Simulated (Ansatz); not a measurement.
Born–Oppenheimer molecular dynamics of C4H12ClNO2Si (21 atoms, charge 0, multiplicity 1). It starts from a relaxed structure.

Computed with Ansatz 0.2.0, RKS PBE0-D4/STO-3G.

```json
{
  "ensemble": "NVE (Milne-controlled integrator)",
  "time step": "0.5 fs",
  "steps asked": "250",
  "starting velocities drawn for": "300 K",
  "masses": "H 3.016 u",
  "seed": "359755"
}
```

First frame:

```xyz
21
Properties=species:S:1:pos:R:3
Si 0.021 -0.087 -0.281
N 0.046 -0.252 1.439
C -1.068 -0.821 2.217
H -1.621 -1.538 1.590
H -0.681 -1.358 3.100
H -1.779 -0.052 2.580
C 0.875 0.700 2.207
H 1.291 0.208 3.104
H 1.717 1.046 1.586
H 0.310 1.591 2.548
O 1.585 -0.094 -0.913
C 2.315 -1.300 -0.554
H 1.879 -2.212 -1.010
H 3.344 -1.185 -0.938
H 2.371 -1.463 0.542
O -0.568 1.362 -0.919
C -1.915 1.659 -0.463
H -1.981 1.799 0.636
H -2.222 2.606 -0.942
H -2.651 0.880 -0.751
Cl -1.147 -1.714 -0.974
```

Problem. What does the run give?

Solution. All steps were run.

```
steps done                                               : 250
time covered                                             : 125 fs
mean temperature over the second half                    : 141 K
spread of the potential energy over the second half      : 3.0 meV per atom
mean potential energy of the second half above the start : 18.6 meV per atom
```

The conserved energy stayed within 0.0024 meV per atom of its start (net change -0.00081 meV per atom), so the integration is sound. Over the second half the temperature averaged 0.47 of the 300 K drawn at the start: a run that starts near a minimum puts about half its kinetic energy into the potential. A run of 0.12 ps of so small a system gives no equilibrium averages. Limits of this set-up: minimal basis.

Problem. What happens to the structure?

Solution. The same pairs are bonded in the first frame and the last. Pairs count as bonded within 1.25 times the sum of covalent radii (0.12 Å more for H–H). This is one draw of velocities; another would differ in detail.

Problem. How do temperature and energy run in time?

Solution. 
```csv
time (fs),T (K),potential energy less start (eV),conserved less start (meV/atom)
0,300,0.000,0.00
10,132,0.412,0.00
20,153,0.361,0.00
30,146,0.379,0.00
40,154,0.359,0.00
50,161,0.342,0.00
60,151,0.367,0.00
70,144,0.383,0.00
80,124,0.431,0.00
90,105,0.478,0.00
100,168,0.325,0.00
110,160,0.343,0.00
120,135,0.406,0.00
```

Run time: 13 min on 1 thread of AMD EPYC 9R45 96-Core Processor (Zen 5), on a shared host, peak memory 0.23 GiB.
